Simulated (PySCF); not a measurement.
In(Me)2(NH2) (C₂H₈InN), SMILES [CH3][In]([CH3])[NH2].

The structure is a stationary point at B3LYP-D3(BJ)/def2-SVP. The structure was generated by enumeration; whether it is a known compound was not checked. The def2 effective core potentials stand for the cores of In; spin–orbit coupling is left out. Other conformers were not sampled.

Method: PySCF 2.14.0 with B3LYP-D3(BJ)/def2-SVP.

Frequencies are harmonic and unscaled.

Computed vibrational spectrum:
| mode | ν (cm⁻¹) | IR (km/mol) | Raman (Å⁴/amu) | depolarisation | moving atoms (share of kinetic energy) |
|---|---|---|---|---|---|
| 1 | 41 | 0.0 | 0.1 | 0.75 | H 100 % |
| 2 | 48 | 0.3 | 0.2 | 0.75 | H 96 % |
| 3 | 92 | 47.2 | 0.8 | 0.75 | N 29 %, C 28 %, In 23 %, H 20 % |
| 4 | 105 | 2.8 | 3.3 | 0.62 | C 56 %, H 30 %, In 13 % |
| 5 | 127 | 4.6 | 4.8 | 0.75 | N 42 %, H 29 %, C 19 %, In 11 % |
| 6 | 190 | 117.8 | 0.2 | 0.75 | H 85 % |
| 7 | 369 | 0.0 | 0.6 | 0.75 | H 100 % |
| 8 | 467 | 4.7 | 55.7 | 0.17 | C 78 %, H 18 % |
| 9 | 504 | 35.2 | 5.3 | 0.75 | C 65 %, H 17 %, In 17 % |
| 10 | 588 | 65.8 | 20.0 | 0.22 | N 75 %, H 13 %, In 12 % |
| 11 | 611 | 18.0 | 0.4 | 0.75 | H 87 %, N 11 % |
| 12 | 669 | 0.0 | 0.1 | 0.75 | H 87 %, C 13 % |
| 13 | 710 | 34.1 | 0.5 | 0.75 | H 82 %, C 16 % |
| 14 | 713 | 84.4 | 1.3 | 0.75 | H 81 %, C 12 % |
| 15 | 739 | 60.9 | 3.3 | 0.52 | H 82 %, C 17 % |
| 16 | 1181 | 0.3 | 0.5 | 0.75 | H 82 %, C 18 % |
| 17 | 1184 | 0.9 | 20.2 | 0.17 | H 83 %, C 17 % |
| 18 | 1433 | 0.0 | 16.8 | 0.75 | H 95 % |
| 19 | 1434 | 0.1 | 3.3 | 0.75 | H 95 % |
| 20 | 1436 | 1.4 | 19.3 | 0.75 | H 95 % |
| 21 | 1439 | 2.8 | 1.2 | 0.75 | H 95 % |
| 22 | 1508 | 7.9 | 8.7 | 0.53 | H 90 %, N 10 % |
| 23 | 3037 | 24.1 | 0.5 | 0.75 | H 98 % |
| 24 | 3039 | 2.9 | 280.5 | 0.00 | H 98 % |
| 25 | 3136 | 0.0 | 53.2 | 0.75 | H 91 %, C 9 % |
| 26 | 3136 | 14.5 | 140.7 | 0.75 | H 91 %, C 9 % |
| 27 | 3147 | 3.5 | 119.6 | 0.75 | H 90 %, C 10 % |
| 28 | 3147 | 11.3 | 97.4 | 0.73 | H 90 %, C 10 % |
| 29 | 3556 | 5.3 | 255.7 | 0.12 | H 96 % |
| 30 | 3661 | 8.8 | 136.8 | 0.75 | H 91 %, N 9 % |
